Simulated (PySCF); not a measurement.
```xyz
4

Cl    -1.8027    -0.9782    -0.0102
Ga    -0.0015     0.1865    -0.0008
Cl     1.8182    -0.9489     0.0184
H     -0.0140     1.7406    -0.0075
```

Charge 0, multiplicity 1.

Question: Give the Mulliken and meta-Löwdin atomic charges from PBE-D3(BJ)/def2-TZVP run with PySCF.

Answer: 
```csv
atom,Mulliken (e),meta-Löwdin (e)
Cl1,-0.22,-0.25
Ga2,0.47,0.53
Cl3,-0.22,-0.25
H4,-0.02,-0.03
```
